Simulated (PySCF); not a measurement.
# Computed data sheet: `CCCC1=C[SiH2]C=C[SiH2]1`

Compound: C7H14Si2.
Bonds: C1–C2, C2–C3, C3–C4, C4–C5 (double), C5–Si6, Si6–C7, C7–C8 (double), C8–Si9, C4–Si9. Hydrogens: H10, H11, H12 on C1; H13, H14 on C2; H15, H16 on C3; H17 on C5; H18, H19 on Si6; H20 on C7; H21 on C8; H22, H23 on Si9.

Some functional groups and rings: C=C double bond, Si–H bond and C–Si bond.

From GFN2-xTB geometry:

```yaml
Point_group_of_the_GFN2-xTB_geometry: C1
Rotational_constants_A_B_C_of_the_GFN2-xTB_geometry: 1.889, 0.775, 0.626 GHz
```

PBE0/pcSseg-1 ground state and GIAO shieldings, non-relativistic (PySCF):

```yaml
Dipole_moment: 0.56 D
HOMO_energy: -7.55 eV
LUMO_energy: -0.86 eV
HOMO–LUMO_gap: 6.69 eV
Lowest_Hirshfeld_atomic_charge: -0.14 e on C5
Highest_Hirshfeld_atomic_charge: +0.33 e on Si6
13C_chemical_shifts_computed_TMS_as_zero_by_class: 169.0 (C4), 154.1 (C7), 153.5 (C8), 145.1 (C5), 52.1 (C3), 24.4 (C2), 14.3 (C1) ppm
1H_chemical_shifts_computed_TMS_as_zero_by_class: 7.52 (H20), 7.50 (H21), 6.97 (H17), 4.63 (H18/H19), 4.55 (H22/H23), 2.52 (H15/H16), 1.50 (H13/H14), 0.90 (H10/H11/H12) ppm
Isotropic_shieldings_of_nuclei_other_than_C_and_H_by_class: 423 (Si6), 425 (Si9) ppm
Mayer_bond_orders_between_heavy_atoms: C1–C2 1.05, C2–C3 1.03, C3–C4 1.02, C4–C5 1.90, C5–Si6 0.91, Si6–C7 0.90, C7–C8 1.95, C8–Si9 0.90, Si9–C4 0.85
```

Monoisotopic mass from the formula: 154.0634 u.

The rotational constants make it an asymmetric top with κ = (2B − A − C)/(A − C) = -0.76, nearer the prolate limit (−1). With B = h/(8π²I), that is 505.379 GHz u Å² over I, the principal moments of inertia are 267.5, 652.2 and 806.9 u Å² (most abundant isotopes); the inertial defect Ic − Ia − Ib is -112.8 u Å² (zero for a rigid planar frame, negative otherwise). A dipole of 0.56 D is allowed in C1, and pure rotational transitions are dipole-allowed. In atomic units the dipole is 0.22 e·bohr (1 au = 2.5417 D).

One conformer (not necessarily the lowest) at the GFN2-xTB geometry, without solvent or vibrations. NMR classes are plain means over equivalent atoms (diastereotopic ones count apart unless rotation or inversion swaps them), as if these changed places fast; in this geometry the members of some classes differ.

For the NMR shielding job (PBE0/pcSseg-1), hardware: one thread of an Arm Neoverse V2, shared host. Cost: 49 s.

The values belong to the conformer `[CH3:1][CH2:2][CH2:3][C:4]1=[CH:5][SiH2:6][CH:7]=[CH:8][SiH2:9]1`: C1–C2–C3–C4 62°, C2–C3–C4–C5 -115°.
